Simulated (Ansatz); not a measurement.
Harmonic frequencies (cm⁻¹) at PBE0-D4/def2-TZVP from Ansatz: 120, 173, 232, 322, 326, 537, 835, 972, 2331.

Question: Which molecule is it?
A. `N#[C][Al]([F])[F]`
B. `[SiH3][AlH][Cl]`
C. `[SH][Al]([SH])[Br]`
D. `[SH][Al]([SH])[Cl]`

Answer: A.
